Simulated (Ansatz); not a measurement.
Input file for Ansatz (a program for electronic structure): R-B3LYP-D3(BJ)/def2-TZVP on CH3FOSi (SMILES CO[Si]F).

Ansatz 0.2 input:
```yaml
crystal:
  periodic: [false, false, false]
  atoms:
    - {symbol: C, position_ang: [-0.93499500, 0.13780512, -0.01277858]}
    - {symbol: O, position_ang: [0.42607065, 0.09820990, 0.23416346]}
    - {symbol: Si, position_ang: [1.65568448, -0.65920362, -0.51134395]}
    - {symbol: F, position_ang: [2.76679186, -0.04621610, 0.50757170]}
    - {symbol: H, position_ang: [-1.17974045, 1.02629198, -0.60179046]}
    - {symbol: H, position_ang: [-1.46168776, 0.19164480, 0.94229555]}
    - {symbol: H, position_ang: [-1.27212379, -0.74853208, -0.55811771]}
basis:
  gaussian:
    orbitals: def2-TZVP
hamiltonian:
  xc: b3lyp
  dispersion: d3bj
relax: {f_tol: 0.003, max_steps: 120}
scf: {lower_state_search: off}
```

Output:

```
WARN ansatz: RAYON_NUM_THREADS=1 ignored (pool sized by the plan → 1); use --threads N
Functional definition: B3LYP
these checks for a lower state are left out or cut short: stability, starts, cluster_reference, orbital_swaps, neighbouring_geometries, increment
integrals: 0.05 GiB planned
880 factors; their error is unknown
mean field: 0.53 GiB planned
mean field evaluation 1: about -13724.5952 eV, gradient 6.7e1 eV
mean field evaluation 2: about -13695.2567 eV, gradient 1.4e2 eV
mean field evaluation 4: about -13732.3804 eV, gradient 1.0e1 eV
mean field evaluation 8: about -13732.5267 eV, gradient 1.7e-1 eV
mean field evaluation 16: about -13732.5574 eV, gradient 8.9e-5 eV
mean field -13732.55743885 eV, -504.6621776160 hartree, gradient 5.4e-6 eV, S^2 0.000000; 0 other end points of the search recorded, 0 dependent functions left out
the calculation of the forces begins
reference -13732.55766608 eV, -504.6621859666 hartree; 20, 20 occupied and 128, 128 virtual orbitals, 880 factors
relax step   1: F+E_penalty+E_count = -13732.75453413 eV  Δ(F+E_penalty+E_count) = +0.000e0 eV  max|allowed force component| = 9.606e-1 eV/Å  Δτ_max = 0.0000 Å  (18 SCF iters, accepted)
these checks for a lower state are left out or cut short: stability, starts, cluster_reference, orbital_swaps, neighbouring_geometries, increment
integrals: 0.05 GiB planned
880 factors; their error is unknown
mean field: 0.52 GiB planned
mean field -13732.61868625 eV, -504.6644284166 hartree, gradient 1.7e-6 eV, S^2 0.000000; 0 other end points of the search recorded, 0 dependent functions left out
the calculation of the forces begins
reference -13732.61891478 eV, -504.6644368146 hartree; 20, 20 occupied and 128, 128 virtual orbitals, 880 factors
relax step   2: F+E_penalty+E_count = -13732.81408227 eV  Δ(F+E_penalty+E_count) = -5.955e-2 eV  max|allowed force component| = 5.467e-1 eV/Å  Δτ_max = 0.0778 Å  (20 SCF iters, accepted)
these checks for a lower state are left out or cut short: stability, starts, cluster_reference, orbital_swaps, neighbouring_geometries, increment
integrals: 0.05 GiB planned
880 factors; their error is unknown
mean field: 0.52 GiB planned
mean field evaluation 32: about -13732.6388 eV, gradient 3.1e-1 eV
mean field -13732.63893094 eV, -504.6651723949 hartree, gradient 2.8e-6 eV, S^2 0.000000; 0 other end points of the search recorded, 0 dependent functions left out
the calculation of the forces begins
reference -13732.63916039 eV, -504.6651808271 hartree; 20, 20 occupied and 128, 128 virtual orbitals, 880 factors
relax step   3: F+E_penalty+E_count = -13732.83385681 eV  Δ(F+E_penalty+E_count) = -1.977e-2 eV  max|allowed force component| = 1.948e-1 eV/Å  Δτ_max = 0.0639 Å  (20 SCF iters, accepted)
these checks for a lower state are left out or cut short: stability, starts, cluster_reference, orbital_swaps, neighbouring_geometries, increment
integrals: 0.05 GiB planned
880 factors; their error is unknown
mean field: 0.52 GiB planned
mean field -13732.64180937 eV, -504.6652781753 hartree, gradient 9.9e-7 eV, S^2 0.000000; 0 other end points of the search recorded, 0 dependent functions left out
the calculation of the forces begins
reference -13732.64203867 eV, -504.6652866020 hartree; 20, 20 occupied and 128, 128 virtual orbitals, 880 factors
relax step   4: F+E_penalty+E_count = -13732.83759173 eV  Δ(F+E_penalty+E_count) = -3.735e-3 eV  max|allowed force component| = 2.387e-1 eV/Å  Δτ_max = 0.0280 Å  (21 SCF iters, accepted)
these checks for a lower state are left out or cut short: stability, starts, cluster_reference, orbital_swaps, neighbouring_geometries, increment
integrals: 0.05 GiB planned
880 factors; their error is unknown
mean field: 0.52 GiB planned
mean field -13732.64744026 eV, -504.6654851067 hartree, gradient 1.6e-6 eV, S^2 0.000000; 0 other end points of the search recorded, 0 dependent functions left out
the calculation of the forces begins
reference -13732.64766837 eV, -504.6654934896 hartree; 20, 20 occupied and 128, 128 virtual orbitals, 880 factors
relax step   5: F+E_penalty+E_count = -13732.84426061 eV  Δ(F+E_penalty+E_count) = -6.669e-3 eV  max|allowed force component| = 1.758e-1 eV/Å  Δτ_max = 0.0587 Å  (21 SCF iters, accepted)
these checks for a lower state are left out or cut short: stability, starts, cluster_reference, orbital_swaps, neighbouring_geometries, increment
integrals: 0.05 GiB planned
880 factors; their error is unknown
mean field: 0.52 GiB planned
mean field -13732.64993145 eV, -504.6655766562 hartree, gradient 2.3e-6 eV, S^2 0.000000; 0 other end points of the search recorded, 0 dependent functions left out
the calculation of the forces begins
reference -13732.65015922 eV, -504.6655850267 hartree; 20, 20 occupied and 128, 128 virtual orbitals, 880 factors
relax step   6: F+E_penalty+E_count = -13732.84702766 eV  Δ(F+E_penalty+E_count) = -2.767e-3 eV  max|allowed force component| = 2.138e-1 eV/Å  Δτ_max = 0.0721 Å  (21 SCF iters, accepted)
these checks for a lower state are left out or cut short: stability, starts, cluster_reference, orbital_swaps, neighbouring_geometries, increment
integrals: 0.05 GiB planned
880 factors; their error is unknown
mean field: 0.52 GiB planned
mean field evaluation 64: about -13732.6523 eV, gradient 1.5e-6 eV
mean field -13732.65227810 eV, -504.6656628940 hartree, gradient 1.5e-6 eV, S^2 0.000000; 0 other end points of the search recorded, 0 dependent functions left out
the calculation of the forces begins
reference -13732.65250602 eV, -504.6656712702 hartree; 20, 20 occupied and 128, 128 virtual orbitals, 880 factors
relax step   7: F+E_penalty+E_count = -13732.84915142 eV  Δ(F+E_penalty+E_count) = -2.124e-3 eV  max|allowed force component| = 5.182e-3 eV/Å  Δτ_max = 0.0346 Å  (22 SCF iters, accepted)
these checks for a lower state are left out or cut short: stability, starts, cluster_reference, orbital_swaps, neighbouring_geometries, increment
integrals: 0.05 GiB planned
880 factors; their error is unknown
mean field: 0.52 GiB planned
mean field -13732.65231211 eV, -504.6656641439 hartree, gradient 9.4e-7 eV, S^2 0.000000; 0 other end points of the search recorded, 0 dependent functions left out
the calculation of the forces begins
reference -13732.65254000 eV, -504.6656725187 hartree; 20, 20 occupied and 128, 128 virtual orbitals, 880 factors
relax step   8: F+E_penalty+E_count = -13732.84918251 eV  Δ(F+E_penalty+E_count) = -3.109e-5 eV  max|allowed force component| = 1.098e-2 eV/Å  Δτ_max = 0.0126 Å  (22 SCF iters, accepted)
these checks for a lower state are left out or cut short: stability, starts, cluster_reference, orbital_swaps, neighbouring_geometries, increment
integrals: 0.05 GiB planned
880 factors; their error is unknown
mean field: 0.52 GiB planned
mean field -13732.65232832 eV, -504.6656647396 hartree, gradient 9.3e-7 eV, S^2 0.000000; 0 other end points of the search recorded, 0 dependent functions left out
the calculation of the forces begins
reference -13732.65255622 eV, -504.6656731148 hartree; 20, 20 occupied and 128, 128 virtual orbitals, 880 factors
relax step   9: F+E_penalty+E_count = -13732.84919391 eV  Δ(F+E_penalty+E_count) = -1.141e-5 eV  max|allowed force component| = 1.653e-3 eV/Å  Δτ_max = 0.0023 Å  (23 SCF iters, accepted)
Total energy: -13732.84942182 eV, -504.6729077921 hartree
Atom 0 at    -0.956862     0.159814    -0.031558 Å, force     0.000055     0.000197    -0.001653 eV/Å
Atom 1 at     0.437592     0.261838     0.234012 Å, force    -0.000245    -0.000526     0.000515 eV/Å
Atom 2 at     1.597147    -0.780212    -0.284181 Å, force     0.000146     0.000391     0.000317 eV/Å
Atom 3 at     2.894093    -0.070564     0.366512 Å, force     0.000121    -0.000191    -0.000246 eV/Å
Atom 4 at    -1.283148     1.056956    -0.557905 Å, force    -0.000268    -0.000100     0.000195 eV/Å
Atom 5 at    -1.493032     0.089019     0.914938 Å, force     0.000157    -0.000079     0.000314 eV/Å
Atom 6 at    -1.195789    -0.716850    -0.641818 Å, force     0.000033     0.000307     0.000557 eV/Å
Dipole moment:    -0.501940    -0.099573    -0.136872 e Å
Checks for a lower state left out: stability, starts, cluster_reference, orbital_swaps, neighbouring_geometries, increment
```

The calculation finished and met its thresholds.

Cost: about 50 core-seconds (a rough figure).
